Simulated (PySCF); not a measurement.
Species: `O=COc1cc1=O`. The columns A, B, C and D hold Mulliken, IAO, Hirshfeld and ESP-fitted charges (e) of one PBE0/pcSseg-1 density (PySCF), in a shuffled order. Coordinates in Å (GFN2-xTB); the density's dipole moment is (3.38, 0.51, 0.96) D.

```tsv
atom	x	y	z	A	B	C	D
O1	1.775	0.637	1.014	-0.213	-0.476	-0.392	-0.355
C2	1.881	-0.058	0.058	+0.202	+0.644	+0.410	+0.433
O3	0.860	-0.544	-0.690	-0.068	-0.398	-0.275	-0.395
C4	-0.394	-0.228	-0.348	+0.082	+0.322	+0.153	+0.146
C5	-1.162	0.452	0.534	-0.026	-0.206	-0.191	-0.074
C6	-1.824	-0.266	-0.511	+0.125	+0.304	+0.385	+0.368
O7	-2.782	-0.641	-1.103	-0.270	-0.440	-0.430	-0.356
H8	2.822	-0.424	-0.379	+0.079	+0.049	+0.148	+0.117
H9	-1.162	1.077	1.399	+0.088	+0.201	+0.193	+0.115
```

Question: Which column most likely holds the ESP-fitted charges?

Answer: B. Σ q r misses the density's dipole by 0.03 D (B), 0.29 D (C), 0.70 D (A), 1.51 D (D). Charges fitted to the outside potential are the only set here that is tied to the molecule's multipoles.

Question: And the Hirshfeld charges?

Answer: A. The mean sizes are 0.128 e (A), 0.262 e (D), 0.286 e (C), 0.338 e (B), and Hirshfeld charges are commonly the smallest of these schemes.

As computed, A = Hirshfeld, B = ESP-fitted, C = IAO, D = Mulliken. Hydrogens on carbon: Hirshfeld +0.08 to +0.09, ESP-fitted +0.05 to +0.20, IAO +0.15 to +0.19, Mulliken +0.12 to +0.12 e.

The IAO scheme projects the occupied orbitals on a minimal set of polarised atomic orbitals and counts the electrons in each atom's part of it. The Mulliken scheme counts on each atom the diagonal of the density matrix times the overlap matrix over that atom's basis functions.

The structure is a single GFN2-xTB conformer in the gas phase; no vibrational or solvent corrections.

Conformer computed: `[O:1]=[CH:2][O:3][c:4]1[cH:5][c:6]1=[O:7]`: O1–C2–O3–C4 0°, C2–O3–C4–C5 0°.
